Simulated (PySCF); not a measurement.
Delta-SCF ions had no search for a lower state. Excitations are Tamm–Dancoff values on a coarser integration grid. The basis has no diffuse functions, so Rydberg states are missing or too high.

# H3B2N, SMILES `BB=N` (charge 0, multiplicity 1)

The numbers are results of PySCF with TPSSh-D3(BJ)/def2-TZVP // CAM-B3LYP-D3(BJ)/def2-TZVP, not measurements.

The HOMO is -7.64 eV, the dipole moment is 0.33 D and the HOMO–LUMO gap is 4.57 eV. The LUMO is -3.07 eV and the S1 excitation (TDA) is 3.93 eV. The S1 oscillator strength is 0.000, the brightest of the four lowest singlets (TDA) is 5.02 eV and the T1 excitation (TDA) is 3.60 eV. The S1–T1 gap (TDA) comes out as 0.33 eV and the vertical ionisation energy (Delta-SCF) is 10.65 eV. The total energy comes out as -2892.06 eV and the cost is roughly 2.7 core-minutes.

```xyz
6

B     -1.2005     0.0063    -0.0181
B      0.4543    -0.0028     0.0082
N      1.6888    -0.0095     0.0262
H     -1.8196    -1.0013     0.0999
H     -1.8042     1.0207    -0.1562
H      2.6811    -0.0134     0.0400
```
Charge 0, spin multiplicity 1.
